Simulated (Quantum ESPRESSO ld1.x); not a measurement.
Ca IV, 17 electrons, occupied as [Ne] 3s2 3p5. Calculated with ld1.x of Quantum ESPRESSO 7.5: Dirac Kohn-Sham, PW91, spin-unpolarised, spherical densities, point nucleus; open shells fill j = l - 1/2 first.

Normalised radial functions P(r) = r R(r) (large component), r in bohr:

```
   r/bohr * 3p1/2, o 3p3/2 (the largest magnitude, 0.971, reaches the edge; | marks zero, & curves that meet)
 0.004023                             &
 0.005073                             &
 0.006398                             &
 0.008134                             &
  0.01026                             &
  0.01294                             &
  0.01645                             |&
  0.02074                             |&
  0.02615                             |&
  0.03325                             | &
  0.04193                             |  &
  0.05288                             |   &
  0.06722                             |     &
  0.08478                             |       &
   0.1069                             |         &
   0.1359                             |           &
   0.1714                             |             &
   0.2162                             |             &
   0.2748                             |          &
   0.3465                             |     &
    0.437                           & |
   0.5556                 *o          |
   0.7007        *o                   |
   0.8836   &                         |
    1.123  &                          |
    1.417      &                      |
    1.787              &              |
    2.271                     &       |
    2.864                          &  |
    3.612                            &|
```

3p1/2: eigenvalue -60.025 eV, 1 radial node at r = 0.416 bohr, <r> = 1.20 bohr, 90 % of the charge inside 1.83 bohr. 3p3/2: eigenvalue -59.597 eV, 1 radial node at r = 0.419 bohr, <r> = 1.21 bohr, 90 % of the charge inside 1.84 bohr.
